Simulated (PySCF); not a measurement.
I₃Sb (SMILES [I][Sb]([I])[I]), singlet, at a GFN2-xTB geometry (all electrons, no relativity); M06/STO-3G (PySCF).

PySCF was given this input:
```python
from pyscf import gto, scf, dft

mol = gto.Mole()
mol.atom = '''
    Sb    0.012942    0.000905    1.012476
    I    -1.868655   -1.503724   -0.299579
    I    -0.373824    2.366280   -0.322147
    I     2.230025   -0.863427   -0.352543
'''
mol.basis = 'sto-3g'
mol.charge = 0
mol.spin = 0
mol.verbose = 3
mol.build()

mf = dft.RKS(mol)
mf.xc = 'm06'
mf.grids.prune = dft.gen_grid.sg1_prune
mf.kernel()
mf.analyze()
```

Output, abridged:

```
Traceback (most recent call last):
  File "input.py", line 19, in <module>
  File "<string>", line 2, in kernel
  File "site-packages/pyscf/scf/hf.py", line 2099, in scf
  File "site-packages/pyscf/scf/hf.py", line 132, in kernel
  File "site-packages/pyscf/dft/rks.py", line 70, in get_veff
  File "site-packages/pyscf/dft/rks.py", line 506, in initialize_grids
  File "site-packages/pyscf/dft/gen_grid.py", line 653, in build
  File "<string>", line 6, in gen_atomic_grids
  File "site-packages/pyscf/dft/gen_grid.py", line 318, in gen_atomic_grids
  File "site-packages/pyscf/dft/gen_grid.py", line 81, in sg1_prune
IndexError: index 51 is out of bounds for axis 0 with size 19
```

The program stopped with an error.
